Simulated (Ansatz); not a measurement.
C3H10BN can be A, `CB(C)CN`, or B, `CCBCN`.

Gas-phase electronic energies from Ansatz, PBE0-D4/def2-TZVP geometries. CCSD(T)/CBS is the MP2 limit (def2-TZVPP, def2-QZVPP) plus CCSD(T) − MP2 in def2-TZVPP, frozen cores. DFT in def2-TZVPP. B3LYP here is the variant with VWN-RPA as its local correlation; programs differ in this. Each species was taken in one conformer, which may not be the lowest.

A:

```xyz
15

C    -0.472    0.886    1.260
B     0.287    0.295    0.025
C     1.516    1.042   -0.600
C    -0.183   -1.052   -0.627
N    -1.244   -1.773    0.058
H     0.020    1.736    1.738
H    -1.463    1.231    0.928
H    -0.674    0.112    2.007
H     2.332    1.037    0.135
H     1.293    2.101   -0.768
H     1.899    0.611   -1.528
H     0.708   -1.695   -0.687
H    -0.402   -0.812   -1.688
H    -1.583   -2.551   -0.493
H    -2.034   -1.169    0.239
```

B:

```xyz
15

C    -1.810    0.916   -0.033
C    -0.988    0.206   -1.099
B     0.385   -0.418   -0.699
C     0.969   -0.338    0.740
N     2.131   -1.166    1.005
H    -1.262    1.758    0.399
H    -2.065    0.243    0.789
H    -2.747    1.310   -0.435
H    -0.805    0.870   -1.957
H    -1.569   -0.613   -1.552
H     1.036   -0.945   -1.566
H     1.141    0.754    0.878
H     0.178   -0.564    1.468
H     2.778   -1.141    0.229
H     2.629   -0.871    1.834
```

Question: Which is lower in electronic energy at CCSD(T)/CBS, and by how much? (An estimate is asked.)

Answer: Ansatz gave: A, by 60.9 kJ/mol.

Question: Give E(B) − E(A) in kJ/mol with CCSD(T)/def2-TZVPP, B3LYP-D4, PBE-D4, CCSD/def2-TZVPP, B3LYP, ωB97M-V, B2PLYP. (An estimate is asked.)

Answer: Ansatz gave: CCSD(T)/def2-TZVPP 60.7, B3LYP-D4 61.6, PBE-D4 62.8, CCSD/def2-TZVPP 59.8, B3LYP 60.0, ωB97M-V 62.2, B2PLYP 60.8. None reverses the order clearly.

Largest T1 diagnostic: 0.010.

In def2-TZVPP, CCSD(T) changes the Hartree–Fock value by +6.3 kJ/mol (the triples alone add +0.8 kJ/mol) and MP2 by +8.0 kJ/mol.
